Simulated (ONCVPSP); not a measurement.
# Plane-wave convergence, ONCV potential for Rh (Z = 45)

| Item | Value |
| --- | --- |
| Element | rhodium (Rh) |
| Generator | ONCVPSP 4.0.1 |
| Type | optimised norm-conserving Vanderbilt (ONCV) |
| Functional | LDA (Perdew-Wang 92) |
| Relativity | scalar-relativistic |
| Frozen core | [Ar] 3d10 |
| Valence charge | 17 |
| Reference configuration | 4s2 4p6 4d9 |
| Partial waves | 4s: rc 1.60 bohr, ncon 4, nbas 9, qcut 7.7 1/bohr, 1 projector; 4p: rc 1.05 bohr, ncon 3, nbas 6, qcut 6.3 1/bohr, 2 projectors, debl 0.3 Ha; 4d: rc 1.60 bohr, ncon 3, nbas 7, qcut 10.2 1/bohr, 2 projectors, debl 2.8 Ha |
| Local potential | polynomial inside 0.90 bohr (lpopt 5, dvloc0 0 Ha) |
| Core correction | polynomial model core, fcfact 0.4 |

In the p channel the program set the typed energies aside and used -1.750, 0.250 Ha.

**Question.** For each optimised wave give the share of its norm inside rc, the residual kinetic energy above qcut (Ha) and the cutoffs (Ha) for errors of 10, 1, 0.1 and 0.01 mHa per electron.

**Answer.**

```
         wave  norm inside rc  residual KE  10 mHa  1 mHa  0.1 mHa     0.01 mHa
           4s           0.950      3.8e-06    15.9   21.2     25.0         28.1
           4p           0.511      1.2e-02    22.2   93.5    152.4  not reached
p projector 2           0.046      1.9e-03     9.8   25.4    120.6        206.0
           4d           0.559      1.6e-08    21.2   28.2     34.4         39.5
d projector 2           0.097      2.0e-08    22.0   29.4     36.1         41.5
```

The occupied waves need 93 Ha and 152 Ha for 1 and 0.1 mHa. Note: ghosts flagged at negative energy: s at -67.4 eV; no localised positive-energy state flagged. A true bound ghost makes a file unfit for plane-wave use. 2 of 4 tests not solved or not reliable.
